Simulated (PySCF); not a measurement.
All values below come from ωB97X-D3(BJ)/def2-TZVP // PBE0-D3(BJ)/def2-TZVP run with PySCF. Gas-phase values, no solvent. Delta-SCF ions had no search for a lower state. Excitations are Tamm–Dancoff values on a coarser integration grid. The basis has no diffuse functions, so Rydberg states are missing or too high.

Reference species (SMILES): `[Cl][AlH][Cl]` (neutral, multiplicity 1).

- vertical ionisation energy (Delta-SCF): 12.03 eV
- HOMO–LUMO gap: 12.29 eV
- T1 excitation (TDA): 6.43 eV

Changed species: `[Cl][AlH2]` (2 of 3 Cl replaced by H; the reference has 1 of 3 Cl replaced by H).

Question: What does the change do to the vertical ionisation energy (Delta-SCF), HOMO–LUMO gap and T1 excitation (TDA)?

Answer: the vertical ionisation energy (Delta-SCF) decreases by 0.68 eV, to 11.35 eV; the HOMO–LUMO gap falls by 0.98 eV, to 11.31 eV; the T1 excitation (TDA) falls by 1.03 eV, to 5.40 eV.
